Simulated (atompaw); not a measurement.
**Before and after: PAW (atompaw) potential for Mg**

magnesium (Mg), PAW, made with atompaw 4.2.0.5 (PBEsol, non-relativistic). Core [Ne], reference 3s2 3p0. Waves: 3s (bound): rc 3.00 bohr; 3s channel at 1.25 Ry: rc 1.75 bohr; 3p (bound, empty): rc 3.00 bohr; 3p channel at 3.95 Ry: rc 3.00 bohr; 3d channel at -0.05 Ry: rc 3.00 bohr; 3d channel at 2.1 Ry: rc 3.00 bohr. Local part: vpsmatchnc scheme with l = 3 at 0 Ry, radius 2.45 bohr. Core correction: smooth core density matched at 2.00 bohr. Augmentation charge: besselshape compensation charge, radius 2.55 bohr; PAW radius 3.00 bohr; waves and projectors: custom rrkj vanderbiltortho.

Change: augmentation besselshape compensation charge, radius 2.55 bohr; PAW radius 3.00 bohr; waves and projectors: custom polynom2 7 10 vanderbiltortho.

Cutoffs: the cutoffs (Ry, on a coarse ladder) from which the occupation-weighted sum of valence levels, in a spherical-Bessel basis at the reference potential, stays within 10 and 1 mRy of its value at 400 Ry; they do not see the model core or the augmentation charge, which bear on the density cutoff.

Task: What does the change do?

Result: Both files are very soft, the changed one slightly harder (loose and tight cutoff 6 and 6 Ry → 6 and 12 Ry on this coarse ladder); a bound ghost appears in s, which as a rule spoils a file.

| quantity | base | changed |
| --- | --- | --- |
| cutoff, loose | 6 Ry | 6 Ry |
| cutoff, tight | 6 Ry | 12 Ry |
| bound ghosts | none | s |
| s: phases at 3.00 bohr within 0.05 rad from the reference energy up to (Ry; the scan ends near 5) | 2.4 | 2.7 |
| p: phases at 3.00 bohr within 0.05 rad from the reference energy up to (Ry; the scan ends near 5) | to the end of the scan | to the end of the scan |
| d: phases at 3.00 bohr within 0.05 rad from the reference energy up to (Ry; the scan ends near 5) | 3.3 | 3.5 |
| lowest overlap eigenvalue by channel | s 0.53, p 0.72, d 0.92 | s 0.97, p 0.74, d 0.91 |

 A true bound ghost makes a file unfit for plane-wave use even where its test errors are small: the radial tests pick states by their node count and pass the ghost by. The cutoffs see the waves, projectors and local potential, not the compensation charge or the core.
